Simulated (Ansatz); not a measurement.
Input file for Ansatz (an electronic-structure program): U-PBE0/def2-TZVPP on OH (SMILES [OH]).

Ansatz 0.2 input:
```yaml
crystal:
  periodic: [false, false, false]
  atoms:
    - {symbol: O, position_ang: [0.00000000, -0.00000000, 0.48836012]}
    - {symbol: H, position_ang: [-0.00000000, 0.00000000, -0.48836012]}
basis:
  gaussian:
    orbitals: def2-TZVPP
hamiltonian:
  xc: {name: PBE0}
magnetization: {spin_polarized: true, initial_magnetization: 1}
```

Output:

```
WARN ansatz: RAYON_NUM_THREADS=4 ignored (pool sized by the plan → 4); use --threads N
Functional definition: PBE0
integrals: 0.00 GiB planned
210 factors; their error is unknown
mean field: 0.10 GiB planned
mean field evaluation 1: about -2058.4573 eV, gradient 1.8e1 eV
mean field evaluation 2: about -2058.0711 eV, gradient 2.1e1 eV
mean field evaluation 4: about -2059.5472 eV, gradient 4.9e-2 eV
mean field evaluation 8: about -2059.5517 eV, gradient 2.5e-3 eV
mean field -2059.55171464 eV, -75.6871294987 hartree, gradient 4.1e-5 eV, S^2 0.752622; 0 other end points of the search recorded, 0 dependent functions left out
reference -2059.55172661 eV, -75.6871299385 hartree; 5, 4 occupied and 40, 41 virtual orbitals, 210 factors
Total energy: -2059.55172661 eV, -75.6871299385 hartree
```

The run converged.

Cost: very roughly 0.4 core-seconds.
